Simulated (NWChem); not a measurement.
# C$_{4}$H$_{7}$Cl; SMILES C[C@@H]1C[C@H]1Cl

Results from NWChem. STO-3G and 3-21G are far too small for this property and stand as cheap habits. Geometry: optimised at PBE0/def2-SVP. Not confirmed as a minimum by frequencies. Field at 589 nm.

For level B3LYP/def2-SVP:

* **isotropic polarisability (bohr³)**: 51.4
* **anisotropy (bohr³)**: 17.4

Q: Estimate the same quantities for level B3LYP/STO-3G.

A: 
- isotropic polarisability (bohr³): 25.3
- anisotropy (bohr³): 12.9
